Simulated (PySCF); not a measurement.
An unknown is described by computed data only.

Elements present: C, F, H, N and Si. Monoisotopic mass: 151.0629 u.

- NMR, other nuclei: isotropic shieldings of nuclei other than C and H, by class: 239 (1 N), 329 (2 F), 393 (1 Si) ppm [GIAO PBE0/pcSseg-1]
- XPS: Si2p3/2 106.8, C1s 290.7 (×2), C1s 291.5 (×2), C1s 294.5, N1s 404.2, F1s 692.7 (×2), Si1s 1846.7 eV [ΔSCF SCAN, pcX-2 on the ionised atom, pcseg-1 elsewhere, spin-free X2C, 2p3/2 from a spin–orbit splitting computed afterwards within the 2p shell]
- 1H NMR: chemical shifts (computed TMS as zero) by class: 5.98 (1 H), 4.65 (2 H), 3.07 (4 H), 1.68 (4 H) ppm [GIAO PBE0/pcSseg-1]
- Rotational structure: rotational constants A, B, C: 3.113, 0.706, 0.623 GHz [PBE0-D3(BJ)/def2-SVP]
- 13C NMR: chemical shifts (computed TMS as zero) by class: 123.6 (1 C), 51.4 (2 C), 30.5 (2 C) ppm [GIAO PBE0/pcSseg-1]
- Polarisability: 92.5 au [CAM-B3LYP/def2-SVPD]
- Triplet: lowest triplet excitation (Tamm–Dancoff): 5.60 eV [TDA CAM-B3LYP/def2-SVPD]

Gas-phase values; electronic properties from PySCF, density fitting. Levels stand in brackets. One conformer (not necessarily the lowest) at the PBE0-D3(BJ)/def2-SVP geometry, without solvent, vibrations or thermal averaging. NMR values are class means; diastereotopic atoms form classes of their own.

Task: Which formula fits the mass and the elements?

Result: C5H11F2NSi (calculated 151.0629). No other formula that holds each of these elements comes within 0.0003 u with a fitting electron parity and a possible valence count.

Task: Propose a structure and show how it fits.

Result: Numbering: `[F:1][CH:2]([F:3])[SiH2:4][N:5]1[CH2:6][CH2:7][CH2:8][CH2:9]1`. Its formula, C5H11F2NSi, gives 1 degree of unsaturation: 1 ring and 0 π bonds in the structure found. 5 carbons fall into 3 classes; from least to most shielded: CHF2 carbon [C2] (123.6 ppm), ring sp3 carbon bound to nitrogen [C6/C9] (51.4 ppm, 2 C), ring CH2 carbon [C7/C8] (30.5 ppm, 2 C). Hydrogen classes from least to most shielded: 1 H on a CHF2 carbon, C2 (5.98 ppm), 2 H on an SiH2 silicon, Si4 (4.65 ppm), 4 H on 2 like atoms (sp3 carbon bound to nitrogen), C6/C9 (3.07 ppm), 4 H on 2 ring CH2 carbons, C7/C8 (1.68 ppm). The other shieldings belong to: 239 ppm, silicon-bound nitrogen [N5]; 329 ppm, fluorine of a CF2 group [F1/F3]; 393 ppm, SiH2 silicon [Si4]. The core levels belong to: Si2p3/2 106.8 eV, SiH2 silicon [Si4]; C1s 290.7 eV, ring CH2 carbon [C7/C8]; C1s 291.5 eV, sp3 carbon bound to nitrogen [C6/C9]; C1s 294.5 eV, CHF2 carbon [C2]; N1s 404.2 eV, silicon-bound nitrogen [N5]; F1s 692.7 eV, fluorine of a CF2 group [F1/F3]; Si1s 1846.7 eV, SiH2 silicon [Si4]. One atom of each topological class was ionised and stands for its class. The optimised geometry has point group C1 and is an asymmetric top. Structure: `FC(F)[SiH2]N1CCCC1`. The assignments are read from this structure; whether some other isomer fits the data as well wasn't checked.
